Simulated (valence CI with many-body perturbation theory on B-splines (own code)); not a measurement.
Results of a calculation; reference values are marked as such.
## Energy levels of Ti⁸⁺

Level of theory: relativistic CI+MBPT: four valence electrons over a frozen Dirac-Fock core [Ne], a basis of 11 s, 11 p, 10 d, 8 f, 5 g, 2 h functions for each j, with the one-electron correlation potential Σ1, the two-electron term Σ2, the three-electron term Σ3, Breit, model QED; selected CI, second order for the rest, scaled by the run's own slope (own B-spline code, finite nucleus).

No measured levels were compared; by estimate levels of excited configurations hold to 0.05 to 0.15 % of their energy, terms of the ground configuration to about 0.5 %. Among the levels kept, up to 650 cm⁻¹ of a level comes from second order outside the variational space, and about a tenth of that is noise between levels of different J, which matters for small intervals.

Levels 91 to 135 of 178, with energies above the lowest level, 3s2.3p2 3P_0. "Leading %" is the weight of the configuration and term that name the level; weights of strongly mixed levels are sums over their largest components and can fall short. In the jj column 3d3/2^4 stands for four electrons in 3d with j = 3/2.

| No. | Configuration | Term | J | E (cm⁻¹) | Leading % | Second component | Leading jj | g |
| --- | --- | --- | --- | --- | --- | --- | --- | --- |
| 91 | 3s.3p2.3d | 1D | 2 | 691890 | 84 |  | 3s 3p3/2^2 3d5/2 (27 %) | 0.984 |
| 92 | 3p3.3d | 1S° | 0 | 705460 | 73 | 27 % 3s.3p.3d2 1S° | 3p1/2 3p3/2^2 3d5/2 (43 %) |  |
| 93 | 3s2.3d2 | 1G | 4 | 707560 | 78 | 16 % 3s.3p2.3d 1G | 3s^2 3d3/2 3d5/2 (62 %) | 1.000 |
| 94 | 3s2.3d2 | 3P | 0 | 710910 | 76 | 17 % 3s.3p2.3d 3P | 3s^2 3d3/2^2 (46 %) |  |
| 95 | 3s2.3d2 | 3P | 1 | 711110 | 76 | 18 % 3s.3p2.3d 3P | 3s^2 3d3/2 3d5/2 (76 %) | 1.501 |
| 96 | 3s2.3d2 | 3P | 2 | 711460 | 75 | 18 % 3s.3p2.3d 3P | 3s^2 3d3/2 3d5/2 (40 %) | 1.499 |
| 97 | 3p3.3d | 3F° | 2 | 712240 | 71 | 20 % 3s.3p.3d2 3F° | 3p1/2^2 3p3/2 3d3/2 (29 %) | 0.690 |
| 98 | 3p3.3d | 3F° | 3 | 713470 | 69 | 19 % 3s.3p.3d2 3F° | 3p1/2 3p3/2^2 3d3/2 (24 %) | 1.105 |
| 99 | 3p3.3d | 3F° | 4 | 715310 | 72 | 20 % 3s.3p.3d2 3F° | 3p1/2 3p3/2^2 3d5/2 (60 %) | 1.258 |
| 100 | 3s2.3d2 | 1D | 2 | 716650 | 61 | 28 % 3s.3p2.3d 1D | 3s^2 3d5/2^2 (34 %) | 1.001 |
| 101 | 3p3.3d | 3D° | 2 | 717010 | 74 | 14 % 3s.3p.3d2 3D° | 3p1/2 3p3/2^2 3d3/2 (46 %) | 1.148 |
| 102 | 3p3.3d | 3D° | 3 | 717160 | 72 | 13 % 3s.3p.3d2 3D° | 3p1/2 3p3/2^2 3d5/2 (39 %) | 1.319 |
| 103 | 3p3.3d | 3D° | 1 | 717350 | 78 | 15 % 3s.3p.3d2 3D° | 3p1/2 3p3/2^2 3d3/2 (38 %) | 0.504 |
| 104 | 3p3.3d | 5D° | 0 | 721270 | 98 |  | 3p1/2 3p3/2^2 3d3/2 (55 %) |  |
| 105 | 3p3.3d | 5D° | 1 | 721360 | 98 |  | 3p1/2 3p3/2^2 3d3/2 (44 %) | 1.495 |
| 106 | 3p3.3d | 5D° | 2 | 721590 | 97 |  | 3p1/2 3p3/2^2 3d3/2 (39 %) | 1.494 |
| 107 | 3p3.3d | 5D° | 3 | 721980 | 95 |  | 3p1/2 3p3/2^2 3d5/2 (46 %) | 1.492 |
| 108 | 3p3.3d | 5D° | 4 | 722270 | 95 |  | 3p1/2 3p3/2^2 3d5/2 (50 %) | 1.491 |
| 109 | 3s2.3p.4s | 3P° | 0 | 727720 | 95 |  | 3s^2 3p1/2 4s (95 %) |  |
| 110 | 3s2.3p.4s | 3P° | 1 | 729030 | 85 | 9 % 3s2.3p.4s 1P° | 3s^2 3p1/2 4s (87 %) | 1.450 |
| 111 | 3p3.3d | 3G° | 3 | 733020 | 74 | 24 % 3s.3p.3d2 3G° | 3p1/2 3p3/2^2 3d3/2 (31 %) | 0.752 |
| 112 | 3p3.3d | 3G° | 4 | 733640 | 74 | 23 % 3s.3p.3d2 3G° | 3p1/2 3p3/2^2 3d3/2 (34 %) | 1.052 |
| 113 | 3p3.3d | 3G° | 5 | 734420 | 74 | 24 % 3s.3p.3d2 3G° | 3p1/2 3p3/2^2 3d5/2 (74 %) | 1.200 |
| 114 | 3s2.3p.4s | 3P° | 2 | 735140 | 95 |  | 3s^2 3p3/2 4s (95 %) | 1.501 |
| 115 | 3s2.3p.4s | 1P° | 1 | 740580 | 85 | 10 % 3s2.3p.4s 3P° | 3s^2 3p3/2 4s (86 %) | 1.050 |
| 116 | 3p3.3d | 1D° | 2 | 751120 | 69 | 25 % 3s.3p.3d2 1D° | 3p1/2 3p3/2^2 3d5/2 (22 %) | 1.001 |
| 117 | 3p3.3d | 1G° | 4 | 755270 | 88 | 8 % 3s.3p.3d2 1G° | 3p1/2 3p3/2^2 3d3/2 (38 %) | 1.003 |
| 118 | 3s2.3d2 | 1S | 0 | 761230 | 72 | 17 % 3s.3p2.3d 1S | 3s^2 3d5/2^2 (44 %) |  |
| 119 | 3s.3p.3d2 | 5G° | 2 | 767830 | 99 |  | 3s 3p1/2 3d3/2^2 (51 %) | 0.333 |
| 120 | 3s.3p.3d2 | 5G° | 3 | 768890 | 99 |  | 3s 3p1/2 3d3/2 3d5/2 (45 %) | 0.917 |
| 121 | 3s.3p.3d2 | 5G° | 4 | 770320 | 99 |  | 3s 3p1/2 3d3/2 3d5/2 (39 %) | 1.150 |
| 122 | 3s.3p.3d2 | 5G° | 5 | 772150 | 99 |  | 3s 3p3/2 3d3/2 3d5/2 (57 %) | 1.267 |
| 123 | 3p3.3d | 1P° | 1 | 773040 | 46 | 29 % 3p3.3d 3D° | 3p1/2^2 3p3/2 3d3/2 (39 %) | 0.819 |
| 124 | 3s.3p.3d2 | 5G° | 6 | 774430 | 99 |  | 3s 3p3/2 3d5/2^2 (79 %) | 1.334 |
| 125 | 3p3.3d | 3P° | 1 | 775320 | 34 | 14 % 3p3.3d 3D° | 3p1/2^2 3p3/2 3d5/2 (38 %) | 1.257 |
| 126 | 3p3.3d | 3P° | 0 | 775620 | 74 | 17 % 3s.3p.3d2 3P° | 3p1/2^2 3p3/2 3d3/2 (40 %) |  |
| 127 | 3p3.3d | 3D° | 2 | 777030 | 60 | 20 % 3s.3p.3d2 3D° | 3p1/2 3p3/2^2 3d5/2 (41 %) | 1.201 |
| 128 | 3p3.3d | 1P° | 1 | 777440 | 25 | 23 % 3p3.3d 3S° | 3p1/2 3p3/2^2 3d5/2 (53 %) | 1.337 |
| 129 | 3p3.3d | 3P° | 1 | 779320 | 39 | 18 % 3p3.3d 3S° | 3p1/2 3p3/2^2 3d3/2 (53 %) | 1.589 |
| 130 | 3p3.3d | 3D° | 3 | 780180 | 65 | 24 % 3s.3p.3d2 3D° | 3p3/2^3 3d5/2 (33 %) | 1.332 |
| 131 | 3p3.3d | 3F° | 3 | 781070 | 78 | 15 % 3s.3p.3d2 3F° | 3p1/2 3p3/2^2 3d5/2 (32 %) | 1.083 |
| 132 | 3p3.3d | 3P° | 2 | 781190 | 59 | 24 % 3s.3p.3d2 3P° | 3p1/2 3p3/2^2 3d5/2 (27 %) | 1.456 |
| 133 | 3p3.3d | 3F° | 4 | 781280 | 78 | 14 % 3s.3p.3d2 3F° | 3p3/2^3 3d5/2 (45 %) | 1.247 |
| 134 | 3p3.3d | 3F° | 2 | 781340 | 77 | 16 % 3s.3p.3d2 3F° | 3p1/2 3p3/2^2 3d3/2 (57 %) | 0.676 |
| 135 | 3p3.3d | 3P° | 2 | 783640 | 80 | 11 % 3s.3p.3d2 3P° | 3p1/2 3p3/2^2 3d5/2 (39 %) | 1.498 |

Names give the largest LS component (configuration and term), which can be under half, so a name can repeat, a term be missing and a line seem to break the LS rules; names also repeat where a configuration has a term twice.

Where two levels of one J and parity lie close, their mixing, g and order are uncertain.
